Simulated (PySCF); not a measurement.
**A small calculation by hand: entropy of an ideal gas**

C3H4BrCl, SMILES C/C=C(\Cl)Br.

The structure is a stationary point at TPSSh-D3(BJ)/def2-SVP.

TPSSh-D3(BJ)/def2-SVP run with PySCF 2.14.0 gives the harmonic wavenumbers 123, 200, 208, 238, 363, 462, 584, 826, 828, 971, 1046, 1126, 1289, 1399, 1468, 1476, 1689, 3028, 3094, 3152, 3179 cm⁻¹ and the rotational temperatures 0.1834, 0.0699, 0.0510 K. The molar mass is 155.42 g/mol, the symmetry number 1, the spin multiplicity 1.

### Question
Work out the entropy at 298.15 K and 1 atm in the rigid-rotor, harmonic-oscillator model.

### Answer

Translation (Sackur–Tetrode at 1 atm): S = R[1.5 ln M + 2.5 ln T − 1.16487] = 171.7 J/(mol K).
Rotation: q = (√π/σ) T^1.5/√(θA θB θC) = 357000, S = R[ln q + 3/2] = 118.8 J/(mol K).
Vibration: with u = 1.4388 ν/T, each mode gives R[u/(e^u − 1) − ln(1 − e^−u)]:
```tsv
ν (cm⁻¹)	modes	u	S (J/(mol K))
123	1	0.59	12.77
200	1	0.97	8.92
208	1	1.00	8.62
238	1	1.15	7.61
363	1	1.75	4.64
462	1	2.23	3.18
584	1	2.82	2.00
826	1	3.99	0.78
828	1	4.00	0.78
971	1	4.69	0.44
1046	1	5.05	0.32
1126	1	5.43	0.23
1289	1	6.22	0.12
1399	1	6.75	0.08
1468	1	7.08	0.06
1476	1	7.12	0.05
1689	1	8.15	0.02
```
The stiffer modes add less than 0.005 each. Sum 50.6 J/(mol K).
Spin: R ln 1 = 0.0 J/(mol K).
Total 341.1 J/(mol K); the program's own thermochemistry gives 341.1. Translation makes up 50 % and vibration 15 %. Anharmonicity, hindered rotation and orbital degeneracy are left out.
